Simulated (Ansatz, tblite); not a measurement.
Spin states of B3F2 (the lowest doublet isomer of a short search), each relaxed with PBE-D4/def2-SVP in Ansatz. Electronic energies in the gas phase.

The xTB rows come from tblite. Correlated methods freeze 5 core orbitals. In CCSD on the charge 0 doublet the largest single amplitude is 0.20, so its Hartree–Fock determinant may place the open shell otherwise than the density functionals do. The structure comes from a short search, and lower isomers may exist.

Doublet geometry (D∞h within 0.1 Å):

```xyz
5

B    -0.001    0.000   -0.001
B     0.409   -1.441   -0.277
B    -0.410    1.441    0.277
F     0.758   -2.664   -0.511
F    -0.756    2.665    0.512
```

Quartet geometry (Cs within 0.1 Å):

```xyz
5

B     0.081    0.031    0.005
B     0.189    1.418    0.890
B     0.035   -1.280   -0.851
F    -0.714    2.108    1.557
F     0.409   -2.276   -1.600
```

⟨S²⟩: doublet 0.75 at PBE0-D4/def2-TZVP (pure 0.75), quartet 3.76 at PBE0-D4/def2-TZVP (pure 3.75).

Run but left out: HF/STO-3G, MP2/def2-TZVP, MP2/def2-TZVPP (doublet: ⟨S²⟩ 1.04 to 1.20, where a pure state has 0.75).

Only these spin states were relaxed.

| level | quartet − doublet (kJ/mol) | lowest of these | remarks |
| --- | --- | --- | --- |
| GFN1-xTB | 257.5 | doublet | – |
| GFN2-xTB | 264.8 | doublet | – |
| HF/def2-TZVP | 50.7 | doublet | spin-contaminated (⟨S²⟩ 1.04) (doublet) |
| HF/def2-TZVPP | 50.7 | doublet | spin-contaminated (⟨S²⟩ 1.04) (doublet) |
| r2SCAN-D4/def2-TZVP | 133.7 | doublet | – |
| r2SCANh-D4/def2-TZVP | 129.7 | doublet | – |
| PBE0-D4/def2-TZVP | 135.0 | doublet | – |
| r2SCAN0-D4/def2-TZVP | 123.5 | doublet | – |
| ωB97M-V/def2-TZVP | 152.5 | doublet | – |
| RPA@PBE/def2-TZVP | 148.5 | doublet | – |
| CCSD/def2-TZVPP | 136.8 | doublet | spin-contaminated (⟨S²⟩ 1.04) (doublet) |
| CCSD(T)/def2-TZVPP | 151.2 | doublet | spin-contaminated (⟨S²⟩ 1.04) (doublet) |

Change of the quartet − doublet gap on mixing in exact exchange, in kJ/mol: r2SCAN to r2SCANh (10 % exact exchange) -4.0; r2SCAN to r2SCAN0 (25 % exact exchange) -10.2.

The xTB methods have no term that favours high spin, so they put low spin too low.
